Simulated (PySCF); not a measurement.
A compound of formula C21H18O4S has these computed shifts in ppm, with the number of atoms in brackets (GIAO KT3/pcSseg-1, gas phase, PySCF SCF with an in-house response code, fitting set def2-universal-JFIT, grid level 2, non-relativistic, geometry: GFN2-xTB; 13C, 1H against isolated TMS; 17O against isolated H2O; 33S against isolated CS2).

17O: 540.7 (1), 242.2 (1), 241.6 (1), 225.0 (1)
13C: 194.7 (1), 136.9 (1), 133.3 (1), 132.6 (1), 126.8 (1), 125.0 (1), 125.0 (2), 123.5 (1), 122.8 (2), 122.4 (2), 122.2 (2), 122.1 (2), 121.4 (2), 82.6 (1), 24.2 (1)
1H: 8.03 (2), 7.77 (2), 7.69 (2), 7.42 (1), 7.42 (2), 7.39 (1), 7.38 (2), 7.35 (2), 6.28 (1), 2.53 (3)
33S: 303.4 (1)

Which structure gave them?

Cc1ccc(S(=O)(=O)O[C@@H](C(=O)c2ccccc2)c2ccccc2)cc1. Other isomers were not compared.
